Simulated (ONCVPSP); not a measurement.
Before and after: ONCV potential for gadolinium

- Element: Gd (Z = 64)
- Generator: ONCVPSP 4.0.1
- Type: optimised norm-conserving Vanderbilt (ONCV)
- Functional: PBE
- Relativity: fully relativistic
- Frozen core: [Kr] 4d10
- Valence charge: 18
- Reference configuration: 4f7 5s2 5p6 5d1 6s2
- Partial waves: 5s+6s: rc 2.00 bohr, ncon 4, nbas 9, qcut 7.9 1/bohr, 2 projectors; 5p: rc 1.85 bohr, ncon 4, nbas 7, qcut 7.3 1/bohr, 3 projectors, debl 0.4 Ha; 5d: rc 2.45 bohr, ncon 4, nbas 8, qcut 3.9 1/bohr, 2 projectors, debl 3.6 Ha; 4f: rc 1.45 bohr, ncon 5, nbas 10, qcut 9.8 1/bohr, 2 projectors, debl 1.5 Ha
- Local potential: polynomial inside 1.15 bohr (lpopt 5, dvloc0 3 Ha)
- Core correction: Teter function, fcfact 2.25, rcfact 1.35

Open shells are filled in proportion to 2j + 1.

In the p channel the program set the typed energies aside and used -0.955, 0.250, 0.650 Ha (j = l + 1/2; the other j can differ).

Change: core correction Teter function, fcfact 2.25, rcfact 1.7.

Cutoffs: the cutoffs (Ha) at which the residual kinetic energy of the hardest occupied pseudo-wave falls to 1 and 0.1 mHa per electron; they do not see the model core or the augmentation charge, which bear on the density cutoff. Errors are all-electron minus pseudo energies relative to the spin-unpolarised reference configuration.

Predict the effect on cutoff, ghosts and configuration errors.

The potential gets neither clearly harder nor softer (176 Ha and 206 Ha → 176 Ha and 206 Ha); of the 3 tests that both files solve, the error grows in 2 and shrinks in 0 by more than 15 % and 0.3 meV (median size 0.1 → 1.3 meV); neither file shows a bound ghost. A model core, the more so a compact one, raises the density cutoff, which this test does not measure.

| quantity | base | changed |
| --- | --- | --- |
| cutoff, loose | 176 Ha | 176 Ha |
| cutoff, tight | 206 Ha | 206 Ha |
| bound ghosts | none | none |
| GHOST(+) flags under 300 eV | s at 11.5 eV, p3/2 at 263.2 eV | s at 11.5 eV, p3/2 at 263.2 eV |
| tests counted as reliable (solved cleanly; for ONCVPSP, near-neutral configurations with less than one 5d electron left out) | 3 of 4 | 3 of 4 |
| error for 4f7 5s2 5p6 5d1 6s1, meV [ΔE 6.65 eV] | +0.1 | 0.0 |
| error for 4f7 5s2 5p6 5d1 6s0, meV [ΔE 18.75 eV] | -0.1 | -1.3 |
| error for 4f7 5s2 5p6 5d2 6s1, meV [ΔE 1.77 eV] | -1.2 | -2.5 |
| s: phases at 2.03 bohr within 0.05 rad from the reference energy up to (Ha; the scan ends near 5) | 0.4 | 0.4 |
| p3/2: phases at 1.88 bohr within 0.05 rad from the reference energy up to (Ha; the scan ends near 5) | to the end of the scan | to the end of the scan |
| p1/2: phases at 1.88 bohr within 0.05 rad from the reference energy up to (Ha; the scan ends near 5) | to the end of the scan | to the end of the scan |
| d5/2: phases at 2.48 bohr within 0.05 rad from the reference energy up to (Ha; the scan ends near 5) | to the end of the scan | to the end of the scan |
| d3/2: phases at 2.48 bohr within 0.05 rad from the reference energy up to (Ha; the scan ends near 5) | to the end of the scan | to the end of the scan |
| f7/2: phases at 1.47 bohr within 0.05 rad from the reference energy up to (Ha; the scan ends near 5) | to the end of the scan | to the end of the scan |
| f5/2: phases at 1.47 bohr within 0.05 rad from the reference energy up to (Ha; the scan ends near 5) | to the end of the scan | to the end of the scan |
| rms error of d²Exc/dni dnj with the model core, mHa | 4.88 | 3.15 |
